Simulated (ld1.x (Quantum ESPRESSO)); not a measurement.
# Configuration tests for S (RRKJ)

S (Z = 16), norm-conserving RRKJ (Kleinman–Bylander form), made with ld1.x (Quantum ESPRESSO) 7.5 (PBE, scalar-relativistic). Core [Ne], reference 3s2 3p4. Waves: 3s (bound): rc 1.50 bohr; 3d channel at 0.4 Ry: rc 1.55 bohr; 3p (bound): rc 1.50 bohr. Local part: the p channel. Core correction: a·sin(br)/r model core inside 1.00 bohr. rho0 = 0.001.

Energies are relative to the spin-unpolarised reference configuration 3s2 3p4; without spin polarisation the order of configurations can differ from experiment. The frozen-core shift is the all-electron ΔE with the core orbitals held at their reference shape minus the fully relaxed ΔE.

```json
{"valence configuration": "3s2 3p3", "charge": "+1", "ΔE all-electron (eV)": "11.769", "error AE − PS (meV)": "+2.2", "frozen-core shift (meV)": "+1.2"}
{"valence configuration": "3s2 3p2", "charge": "+2", "ΔE all-electron (eV)": "34.053", "error AE − PS (meV)": "+17", "frozen-core shift (meV)": "+8.7"}
{"valence configuration": "3s2 3p1", "charge": "+3", "ΔE all-electron (eV)": "68.094", "error AE − PS (meV)": "+59", "frozen-core shift (meV)": "+35"}
{"valence configuration": "3s0 3p6", "charge": "0", "ΔE all-electron (eV)": "20.740", "error AE − PS (meV)": "+11", "frozen-core shift (meV)": "+1.4"}
{"valence configuration": "3s1 3p4", "charge": "+1", "ΔE all-electron (eV)": "22.648", "error AE − PS (meV)": "+7.9", "frozen-core shift (meV)": "+2.3"}
```

**Question.** What are ΔE and the potential's error for 3s2 3p0?

**Answer.** ΔE = 114.891 eV all-electron; the error (AE − PS) is +149 meV.

**Question.** What are ΔE and the potential's error for 3s2 3p4.3?

**Answer.** ΔE = -1.709 eV all-electron; the error (AE − PS) is +0.3 meV.

Levels in the configuration 3s2 3p1:

```tsv
level	all-electron (eV)	pseudo (eV)
3s	-52.242	-52.160
3p	-40.274	-40.210
```

A variational frozen-core shift is positive and of second order in the change. This column holds negative values, so the frozen-core run of ld1.x carries numerical noise or an error of first order here, and the column gives no more than the rough size of the effect.
